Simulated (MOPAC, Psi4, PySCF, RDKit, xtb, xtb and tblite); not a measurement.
Two geometries of SMILES C(#C)[SiH2][SiH2]N (C₂H₇NSi₂), relaxed at GFN2-xTB with one dihedral held; other torsions can differ between them too.

Structure A

```
12

C      0.8384    -1.3903     3.3052
C      0.9318    -1.1615     2.1279
Si     0.9994    -0.8235     0.3059
Si    -1.1380    -0.8261    -0.5753
N     -2.2532    -0.0171     0.4586
H      0.7739    -1.5874     4.3374
H      1.7251     0.4542     0.1931
H      1.8791    -1.8618    -0.2531
H     -1.2255    -0.1172    -1.8589
H     -1.6458    -2.1918    -0.7926
H     -2.7701     0.7886     0.1571
H     -2.1382    -0.0210     1.4568
```

Structure B

```
12

C      0.9848    -1.5370     3.2502
C      1.0393    -1.2534     2.0825
Si     1.0501    -0.8158     0.2804
Si    -1.0996    -0.7723    -0.5523
N     -1.9461     0.4200     0.3683
H      0.9517    -1.7850     4.2729
H      1.7894     0.4531     0.1998
H      1.8882    -1.8415    -0.3630
H     -1.1998    -0.2686    -1.9273
H     -1.7461    -2.1009    -0.5579
H     -2.0190     0.2893     1.3651
H     -2.8318     0.7511     0.0185
```

Q: Which is lower in energy at the level DF-MP2 (frozen core)/cc-pVTZ // GFN2-xTB (Psi4 1.11), and by how much?

A: B is lower, by 0.81 kcal/mol (dihedral Si3–Si4–N5–H11: 120° in A, -60° in B).

E(B) − E(A) in kcal/mol at the other levels, on the same two geometries: GFN2-xTB (xtb and tblite) -1.23; MMFF94 // GFN2-xTB (RDKit) -1.34; PBE0/def2-TZVP // GFN2-xTB (Psi4) -0.40; PBE0-D3(BJ)/def2-TZVP // GFN2-xTB (Psi4) -0.39; PBE/def2-TZVP // GFN2-xTB (Psi4) -0.39; PBE-D3(BJ)/def2-TZVP // GFN2-xTB (Psi4) -0.37; wB97X-D/def2-TZVP // GFN2-xTB (Psi4) -0.39; HF/cc-pVTZ // GFN2-xTB (Psi4) -0.57; UFF // GFN2-xTB (RDKit) -3.63; PM3, restricted, heats of formation // GFN2-xTB (MOPAC) 0.29; PM6, restricted, heats of formation // GFN2-xTB (MOPAC) 2.25; GFN1-xTB // GFN2-xTB (xtb) 1.03; restricted B3LYP/6-31G*, spherical d, density fitting // GFN2-xTB (PySCF) -0.80; restricted Hartree-Fock/STO-3G // GFN2-xTB (PySCF) -1.58; restricted Hartree-Fock/6-31G*, spherical d, density fitting // GFN2-xTB (PySCF) -0.89; restricted MP2 (frozen core)/3-21G // GFN2-xTB (PySCF) -0.21.
